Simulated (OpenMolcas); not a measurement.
**Ag5+: effect of the basis set**

```yaml
Program: OpenMolcas 26.06
Method: "SS-RASPT2, IPEA 0.25 Eh, imaginary shift 0.1 Eh (closed shells correlated: 4s)"
Active_space: 12 electrons in 8 orbitals (RAS1 4p, at most 2 holes; RAS2 4d)
State_averaging: 2S+1 = 5 even, 5 roots; 2S+1 = 3 even, 45 roots; 2S+1 = 1 even, 49 roots
Spin-orbit_coupling: RASSI with atomic mean-field integrals over the reference wave functions, term energies averaged over their components
```

A. ANO-R2 [7s5p4d2f1g], X2C, finite nucleus; CASPT2 step roughly 90 core-seconds
B. ANO-RCC-VTZP [7s6p4d2f1g], DKH2, point nucleus; CASPT2 step of the order of 50 core-seconds
C. ANO-RCC-VQZP [8s7p5d3f2g1h], DKH2, point nucleus; CASPT2 step about 2.1 core-minutes

Energies in cm-1 above 4d6 5D4, the measured ground level; measured values from the list in Gamrath, thesis, University of Mons (2023).

| Level | A | B | C | Measured |
| --- | --- | --- | --- | --- |
| 4d6 5D4 | 0.0 | 0.0 | 0.0 | 0.0 |
| 4d6 5D3 | 2590 | 2590 | 2580 | 2692 |
| 4d6 5D2 | 3850 | 3860 | 3840 | 3953 |
| 4d6 5D1 | 4790 | 4800 | 4770 | 4941 |
| 4d6 5D0 | 5210 | 5220 | 5190 | 5380 |
| 4d6 3H6 | 22240 | 22520 | 22140 | 21512 |
| 4d6 3P2(1) | 22310 | 22250 | 22100 | 21042 |
| 4d6 3H5 [74 %] | 22610 | 22880 | 22530 | 21812 |
| 4d6 3F3(1) [72 %] | 25470 | 25620 | 25350 | 24441 |
| 4d6 3F2(1) | 26700 | 26800 | 26550 | 25306 |
| 4d6 3G5 [74 %] | 28720 | 29010 | 28670 | 27958 |
| 4d6 3P1(1) | 29490 | 29460 | 29290 | 28232 |
| 4d6 3P0(1) [73 %] | 30070 | 30000 | 29810 |  |
| 4d6 3G4 [75 %] | 30530 | 30790 | 30460 | 29660 |
| 4d6 3G3 [73 %] | 31290 | 31530 | 31230 | 30361 |
| 4d6 3D2 | 34000 | 34240 | 33980 | 32650 |
| 4d6 3D1 | 34780 | 35020 | 34770 | 33558 |
| 4d6 3D3 | 34910 | 35180 | 34920 | 33509 |
| 4d6 1I6 | 35140 | 35550 | 35010 | 34194 |
| 4d6 1G4(1) | 38840 | 38980 | 38570 | 37481 |
| 4d6 1D2(1) | 43540 | 43680 | 43390 | 41372 |
| 4d6 1S0 [66 %] | 43890 | 43890 | 43630 |  |
| 4d6 1F3 | 46630 | 47100 | 46730 | 44724 |
| 4d6 3P0(2) | 52480 | 52940 | 52620 |  |

Deviations, from unrounded energies. A percentage is the sum of absolute deviations over the sum of measured energies, with the sign that they share, or ± where signs differ.

```tsv
Against measurement	Levels	A	B	C
mean absolute deviation (cm-1)	20	1000	1200	920
fine structure of the ground term (%)	4	-3.1	-2.9	-3.4
other terms of the ground configuration (%)	16	+4.0	+4.7	+3.7
```

C lies closest to measurement on these levels and B furthest from it. The largest miss of C in the table is 4d6 1D2(1), by +2000 cm-1. The ranking rests on the paired levels alone, and a cruder setting can come out closer through cancelling errors.

Among A to C the level of the table that moves most is 4d6 1I6, by 540 cm-1 (lowest in C, highest in B). Moves below CASPT2's spread within the term are not significant.

CASPT2 does not keep the components of a term degenerate, so their means are used; among the terms shown or strongly mixed into the levels shown the widest spread is 300 cm-1 (4d6 3F(2), C). Active for correlation alone: 4p; no level in the range computed is led by a configuration that opens it, so any true level of that kind is missing. The CASPT2 spread within a term exceeds the gap to the next term for 4d6 3P(2) and 4d6 3F(2), so the order of their levels is uncertain, and so are names and mixing where such terms share a J (holds for A; C). Measured partners are found by configuration, term and J. A level has none where our copy of the source lacks it or the pairing is in doubt (some pairs that miss far off the trend of their configuration count as doubtful), and it then counts in no deviation. Only configurations of the active space appear. Levels that lie high or do not pair safely by name in every column are left out.

A share in square brackets marks a mixed level and gives the weight of the term that names it, the lowest over the columns. A number in round brackets counts repeated terms of one configuration in the order of the reference energies.
